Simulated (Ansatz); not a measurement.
Reactions of Ge$_{3}$H$_{10}$Si, SMILES `[SiH3][GeH2][GeH2][GeH3]`.

Computed with Ansatz on PBE0-D4/def2-TZVP structures; ΔE is electronic, products minus reactants. CBS: MP2 limit from def2 TZ/QZ plus the TZ coupled-cluster correction, frozen cores. This one scheme is used for every species, atoms too. No spin–orbit coupling; open shells (•) take unrestricted orbitals. Spin–orbit coupling would lower the free atoms: a little for Si; clearly for Ge. For Ge outer-core shells are correlated without core-valence functions, so the limit isn't a true one: a few kJ/mol of doubt a bond, and 10 to 20 or more in all where bonds break to atoms. Scalar relativity is left out up to krypton. Each species was taken in one conformer, which may not be the lowest.

Question: Order these by ΔE at CCSD(T)/CBS, lowest first. (Estimate.)
A. `[SiH3][GeH2][GeH2][GeH3]` + `[SiH3][SiH2][GeH3]` → `[SiH3][GeH2][GeH2][SiH2][SiH2][GeH3]` + GeH₄
B. `[SiH3][GeH2][GeH2][GeH3]` + H₂O → `[OH][GeH2][GeH3]` + `[SiH3][GeH3]`
C. `[SiH3][GeH2][GeH2][GeH3]` + `S[S][GeH3]` → `[SiH3]SS` + `[GeH3][GeH2][GeH2][GeH3]`
D. `[SiH3][GeH2][GeH2][GeH3]` + `S[SiH2][SiH2][GeH3]` → `[SiH3][GeH2][GeH2][SiH2][SiH2][GeH3]` + `[SH][GeH3]`
E. `[SiH3][GeH2][GeH2][GeH3]` → 3 Ge• + 10 H• + Si•

Answer: C (-6.1 kcal/mol), A (+0.3 kcal/mol), D (+3.9 kcal/mol), B (+8.2 kcal/mol), E (+901.5 kcal/mol).

Largest T1 diagnostic: 0.013, for `[SiH3][GeH2][GeH2][SiH2][SiH2][GeH3]`.
